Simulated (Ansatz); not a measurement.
Cartesian coordinates (Å):
SMILES: C[C@@H]1CO1
```xyz
10

C      1.2403    -0.1645    -0.0781
C     -0.1260     0.0046     0.5189
C     -1.3339     0.0845    -0.3031
O     -0.7759     1.2608     0.2905
H      1.5231    -1.2197    -0.0978
H      1.2627     0.2228    -1.0973
H      1.9859     0.3734     0.5110
H     -0.2416    -0.3589     1.5382
H     -1.2436     0.0270    -1.3842
H     -2.2911    -0.2301     0.1019
```
Charge 0, multiplicity 1.

Calculation: Ansatz (a first-principles code) with frozen-core CCSD(T)/cc-pVTZ // B3LYP-D3(BJ)/def2-TZVP.

The HF energy comes out as -191.98105 Ha and the MP2 correlation energy is -0.74968 Ha.

Estimate the CCSD correlation energy, the (T) correction, the total energy and the T1 diagnostic.


```json
{
 "CCSD correlation energy": "-0.77786 Ha",
 "(T) correction": "-0.03187 Ha",
 "CCSD(T) total energy": "-192.79077 Ha",
 "T1 diagnostic": "0.011"
}
```
